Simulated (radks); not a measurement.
Dipole-allowed excitations along the series with 4 electrons in [He] 2s2. All-electron calculation, scalar-relativistic Kohn-Sham, LDA (Slater exchange, VWN5 correlation), spin-polarised, spherical densities, finite nucleus; Fermi nuclear charge, rms radius of each element as measured or else 0.836 A^(1/3) + 0.57 fm. Program: a radial shooting solver on a logarithmic mesh with Libxc functionals. Time-dependent linear response with the Hartree and adiabatic LDA kernel, continuum included through the Sternheimer equations, no spin-orbit coupling, so fine structure and intercombination lines are absent. Lines are the poles of the dipole polarisability below minus the highest occupied eigenvalue, found on a grid refined at the orbital gaps; the lowest seven at most are given, and weak or close lines can be missed. The first line takes the name of the lowest orbital gap if no other gap lies below it; otherwise a line is named after a gap within 0.6 % of it, if that gap stands alone.

| species | -e(HOMO) (eV) | lowest orbital gap (eV) | first line (eV) | f | strongest line (eV) | its f | static alpha (bohr^3) |
|---|---|---|---|---|---|---|---|
| P11+ | 535.53 | 2s-2p 30.025 | 40.942 (2s-2p) | 0.232 | 327.14 (2s-3p) | 0.625 | 0.1091 |
| S12+ | 625.00 | 2s-2p 32.674 | 44.426 (2s-2p) | 0.218 | 379.40 (2s-3p) | 0.639 | 0.08666 |
| Cl13+ | 721.42 | 2s-2p 35.410 | 48.001 (2s-2p) | 0.206 | 435.57 (2s-3p) | 0.652 | 0.06984 |
| Ar14+ | 824.79 | 2s-2p 38.244 | 51.681 (2s-2p) | 0.195 | 495.66 (2s-3p) | 0.663 | 0.05702 |
| K15+ | 935.16 | 2s-2p 41.190 | 55.478 (2s-2p) | 0.186 | 559.70 (2s-3p) | 0.672 | 0.04707 |
| Ca16+ | 1052.5 | 2s-2p 44.261 | 59.408 (2s-2p) | 0.178 | 627.70 (2s-3p) | 0.680 | 0.03924 |
